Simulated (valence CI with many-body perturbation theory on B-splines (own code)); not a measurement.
# E1 line list for Dy LIV

Level of theory: configuration interaction combined with many-body perturbation theory (CI+MBPT): three valence electrons over a frozen Dirac-Fock core [Ne], a basis of 11 s, 11 p, 9 d, 7 f, 5 g, 2 h, 1 i functions for each j, with the one-electron correlation potential Σ1 (screened to all orders), the two-electron term Σ2, the three-electron term Σ3, Breit, model QED; selected single and double excitations, second order for the rest (own B-spline code, finite nucleus).

No measured spectrum was set against this ion. As an estimate, large intervals hold to a few tenths of a per cent, small ones and those within an open d or f shell to about a per cent.

Lines 201 to 250 of 263 in falling wavelength, among levels below 1016.7 eV, chosen from the strongest by gf and those to the six lowest levels. Wavelengths and rates use the calculated energies. Electric multipoles are in the length gauge, E1 and E2 with the static RPA response of the core. Weak lines are less certain than strong ones. Lines between different terms over intervals too small for the method are left out, as are lines whose strength nearly cancels. The highest levels of a list are the least certain.

Levels are named by their leading jj configuration (3d3/2^4 stands for four electrons in 3d with j = 3/2), which in mixed levels can hold well under half, so a name can repeat and another be missing. Letters in brackets count levels of one name in rising energy.

```
λ vac (nm)                          Upper                       Lower   A (s⁻¹)  S (a.u.)
     2.896     (3s 3p3/2 3d5/2) J=3/2 [a]      (3s 3p1/2 3p3/2) J=1/2  1.31e+11  6.30e-03
     2.841     (3s 3p3/2 3d3/2) J=5/2 [b]      (3s 3p1/2 3p3/2) J=5/2  4.85e+10  3.29e-03
     2.839     (3s 3p3/2 3d5/2) J=3/2 [a]  (3s 3p1/2 3p3/2) J=3/2 [b]  1.14e+11  5.16e-03
     2.831     (3s 3p3/2 3d3/2) J=3/2 [b]  (3s 3p1/2 3p3/2) J=3/2 [a]  6.76e+09  3.03e-04
     2.784     (3s 3p3/2 3d5/2) J=5/2 [a]      (3s 3p1/2 3p3/2) J=5/2  5.84e+10  3.74e-03
     2.745     (3s 3p3/2 3d3/2) J=5/2 [b]  (3s 3p1/2 3p3/2) J=3/2 [a]  5.09e+08  3.12e-05
     2.731     (3s 3p3/2 3d5/2) J=7/2 [a]      (3s 3p1/2 3p3/2) J=5/2  8.19e+10  6.58e-03
     2.721     (3s 3p3/2 3d3/2) J=1/2 [b]  (3s 3p1/2 3p3/2) J=3/2 [a]  5.98e+08  1.19e-05
     2.720     (3s 3p3/2 3d5/2) J=3/2 [a]      (3s 3p1/2 3p3/2) J=5/2  8.88e+07  3.53e-06
     2.710         (3s 3p1/2 3d5/2) J=3/2          (3s 3p1/2^2) J=1/2  1.94e+11  7.64e-03
     2.697         (3s 3p3/2 3d5/2) J=1/2  (3s 3p1/2 3p3/2) J=3/2 [b]  5.26e+10  1.02e-03
     2.692     (3s 3p3/2 3d5/2) J=5/2 [a]  (3s 3p1/2 3p3/2) J=3/2 [a]  1.81e+09  1.04e-04
     2.647     (3s 3p3/2 3d5/2) J=3/2 [b]  (3s 3p1/2 3p3/2) J=3/2 [b]  1.04e+08  3.79e-06
     2.639          (3p1/2^2 3d3/2) J=3/2          (3s^2 3p3/2) J=3/2  4.56e+08  1.66e-05
     2.639     (3s 3p3/2 3d5/2) J=7/2 [b]      (3s 3p1/2 3p3/2) J=5/2  6.54e+09  4.75e-04
     2.635     (3s 3p3/2 3d5/2) J=5/2 [b]  (3s 3p1/2 3p3/2) J=3/2 [b]  2.27e+10  1.23e-03
     2.631     (3s 3p3/2 3d5/2) J=3/2 [a]  (3s 3p1/2 3p3/2) J=3/2 [a]  2.40e+10  8.64e-04
     2.544     (3s 3p3/2 3d5/2) J=3/2 [b]      (3s 3p1/2 3p3/2) J=5/2  1.76e+10  5.73e-04
     2.532     (3s 3p3/2 3d5/2) J=5/2 [b]      (3s 3p1/2 3p3/2) J=5/2  1.52e+10  7.29e-04
     2.509         (3s 3p3/2 3d5/2) J=1/2  (3s 3p1/2 3p3/2) J=3/2 [a]  8.56e+08  1.33e-05
     2.466     (3s 3p3/2 3d5/2) J=3/2 [b]  (3s 3p1/2 3p3/2) J=3/2 [a]  1.68e+09  4.96e-05
     2.455     (3s 3p3/2 3d5/2) J=5/2 [b]  (3s 3p1/2 3p3/2) J=3/2 [a]  9.56e+09  4.19e-04
     2.341          (3p1/2^2 3d5/2) J=5/2          (3s^2 3p3/2) J=3/2  4.73e+07  1.80e-06
     2.179          (3p1/2 3p3/2^2) J=3/2          (3s 3p1/2^2) J=1/2  4.89e+08  9.99e-06
     2.136             (3s 3p3/2^2) J=1/2          (3s^2 3p1/2) J=1/2  5.44e+09  5.24e-05
     2.134                (3p3/2^3) J=3/2  (3s 3p1/2 3p3/2) J=3/2 [b]  8.95e+08  1.72e-05
     2.128          (3p1/2 3p3/2^2) J=1/2          (3s 3p1/2^2) J=1/2  4.13e+09  3.92e-05
     2.115             (3s 3p3/2^2) J=3/2          (3s^2 3p1/2) J=1/2  8.18e+08  1.53e-05
     2.080     (3s 3p3/2 3d3/2) J=3/2 [a]          (3s 3p1/2^2) J=1/2  1.04e+09  1.84e-05
     2.075     (3s 3p3/2 3d3/2) J=1/2 [a]          (3s 3p1/2^2) J=1/2  7.22e+08  6.36e-06
     2.066                (3p3/2^3) J=3/2      (3s 3p1/2 3p3/2) J=5/2  1.99e+09  3.46e-05
     2.014                (3p3/2^3) J=3/2  (3s 3p1/2 3p3/2) J=3/2 [a]  2.34e+08  3.77e-06
     1.986     (3s 3p3/2 3d3/2) J=3/2 [b]          (3s 3p1/2^2) J=1/2  1.06e+07  1.64e-07
     1.932     (3s 3p3/2 3d3/2) J=1/2 [b]          (3s 3p1/2^2) J=1/2  1.80e+08  1.28e-06
     1.886     (3s 3p3/2 3d5/2) J=3/2 [a]          (3s 3p1/2^2) J=1/2  9.32e+08  1.23e-05
     1.882  (3p1/2 3p3/2 3d3/2) J=5/2 [a]          (3s^2 3p3/2) J=3/2  9.92e+06  1.96e-07
     1.863  (3p1/2 3p3/2 3d3/2) J=3/2 [a]          (3s^2 3p3/2) J=3/2  4.65e+06  5.93e-08
     1.822         (3s 3p3/2 3d5/2) J=1/2          (3s 3p1/2^2) J=1/2  3.19e+09  1.91e-05
     1.820          (3p1/2^2 3d3/2) J=3/2          (3s^2 3p1/2) J=1/2  4.04e+07  4.81e-07
     1.800     (3s 3p3/2 3d5/2) J=3/2 [b]          (3s 3p1/2^2) J=1/2  9.28e+08  1.07e-05
     1.792  (3p1/2 3p3/2 3d3/2) J=3/2 [b]          (3s^2 3p3/2) J=3/2  2.08e+07  2.37e-07
     1.789  (3p1/2 3p3/2 3d3/2) J=5/2 [b]          (3s^2 3p3/2) J=3/2  1.50e+07  2.54e-07
     1.781  (3p1/2 3p3/2 3d3/2) J=1/2 [b]          (3s^2 3p3/2) J=3/2  7.30e+07  4.07e-07
     1.715  (3p1/2 3p3/2 3d5/2) J=3/2 [a]          (3s^2 3p3/2) J=3/2  6.28e+07  6.25e-07
     1.710  (3p1/2 3p3/2 3d5/2) J=5/2 [a]          (3s^2 3p3/2) J=3/2  1.02e+07  1.50e-07
     1.694             (3s 3d3/2^2) J=5/2          (3s^2 3p3/2) J=3/2  3.47e+08  5.00e-06
     1.654      (3p1/2 3p3/2 3d5/2) J=1/2          (3s^2 3p3/2) J=3/2  6.87e+07  3.07e-07
     1.650  (3p1/2 3p3/2 3d5/2) J=3/2 [b]          (3s^2 3p3/2) J=3/2  4.49e+07  3.98e-07
     1.609     (3s 3d3/2 3d5/2) J=5/2 [a]          (3s^2 3p3/2) J=3/2  5.73e+07  7.06e-07
     1.573     (3s 3d3/2 3d5/2) J=5/2 [b]          (3s^2 3p3/2) J=3/2  7.98e+06  9.20e-08
```
